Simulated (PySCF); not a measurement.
# Spinor energies of In²⁺ (indium, charge +2)

Start: [Kr] 4d9 5s2; 4d3/2 filled at m_j = -3/2, -1/2, +1/2, +3/2; 4d5/2 filled at m_j = -3/2, -1/2, +1/2, +3/2, +5/2. Calculated with PySCF 2.14 in x2c-TZVPall-2c with one added diffuse shell each of s, p, d, f type (9s10p6d3f, 90 functions): generalised Hartree-Fock with the X2C-1e Hamiltonian and a Gaussian nucleus; one run each with spin-orbit coupling (SO) switched off, then screened by Boettger's factors. This is a chosen level, not necessarily the ground level.

```tsv
spinor shell	electrons	ε, spin-free (eV)	ε, screened SO (eV)	weight of nominal j (screened SO)	rms radius, screened SO (bohr)
1s1/2	2	-28106.7	-28104.3	1.000	0.0340
2s1/2	2	-4320.8	-4320.1	1.000	0.139
2p1/2	2	-3873.7	-4019.9	1.000	0.120
2p3/2	4	-3873.7	-3806.7	1.000	0.125
3s1/2	2	-879.30	-879.09	1.000	0.371
3p1/2	2	-729.19	-756.49	1.000	0.365
3p3/2	4	-729.19	-716.58	1.000	0.376
3d3/2	4	-496.83	-501.68	0.999	0.350
3d5/2	6	-496.83	-493.38	0.999	0.353
4s1/2	2	-168.31	-168.26	1.000	0.902
4p1/2	2	-120.67	-126.36	0.989	0.963
4d3/2	4	-50.695	-51.528	0.920	1.21
4d5/2	5	-50.695	-50.056	0.936	1.23
5s1/2	2	-28.123	-28.119	1.000	2.49
```

Task: Where does 4p3/2 lie, and what is the 4p spin-orbit splitting (screened SO)?

Result: At -117.98 eV, 8.381 eV above 4p1/2.

| quantity | spin-free | screened SO |
| --- | --- | --- |
| E (hartree) | -5876.25085 | -5877.54678 |
| M_J | 5/2 | 5/2 |
| ⟨J²⟩ | 8.754 | 8.754 |
| ⟨L²⟩ | 6.004 | 6.020 |
| ⟨S²⟩ | 0.750 | 0.766 |

Each row is a mean over spinors that exchange with the open shell spreads, by up to 6.301 eV (4p3/2).

Breit and QED terms are absent; they matter most for the inner s and p1/2 levels.

Densities and radii are taken from the X2C orbitals without a picture-change correction, which distorts them close to the nucleus.

Without spin-orbit coupling the j labels of p, d and f shells carry no meaning; the spin-free column gives the mean over the occupied spinors of each nl shell.
